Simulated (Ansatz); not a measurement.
Input for Ansatz (a quantum-chemistry and plane-wave program): R-wB97X-V/def2-TZVPP on CH4SSn (SMILES [CH3][Sn][SH]), a point of a torsion scan. Elements past Kr take the def2 small-core potentials; no spin–orbit coupling.

Ansatz 0.2 input:
```yaml
crystal:
  periodic: [false, false, false]
  atoms:
    - {symbol: C, position_ang: [-1.06001076, -0.11003230, 0.01456734]}
    - {symbol: Sn, position_ang: [0.28603582, 1.70274799, -0.13187613]}
    - {symbol: S, position_ang: [2.39559657, 0.43986265, 0.14256490]}
    - {symbol: H, position_ang: [-1.01521616, -0.66395718, -0.92660993]}
    - {symbol: H, position_ang: [-2.10779445, 0.12691613, 0.20591235]}
    - {symbol: H, position_ang: [-0.72182329, -0.79052592, 0.79810439]}
    - {symbol: H, position_ang: [2.92925727, 0.79549115, -1.01767679]}
basis:
  gaussian:
    orbitals: def2-TZVPP
hamiltonian:
  xc: {name: wB97X-V}
scf: {lower_state_search: off}
```

The head of its log:

```
WARN ansatz: RAYON_NUM_THREADS=1 ignored (pool sized by the plan → 1); use --threads N
Functional definition: wB97X-V
these checks for a lower state are left out or cut short: stability, starts, cluster_reference, orbital_swaps, neighbouring_geometries, increment
integrals: 0.13 GiB planned
1139 factors; their error is unknown
integrals: 0.16 GiB planned
252 factors; integrals over basis functions are off by at most 2.9e-5 eV
mean field: 1.02 GiB planned
mean field evaluation 1: about -17763.0625 eV, gradient 4.3e1 eV
mean field evaluation 2: about -17764.3137 eV, gradient 3.8e1 eV
```

Question: Predict the final total energy.

Answer: -652.9562 hartree.
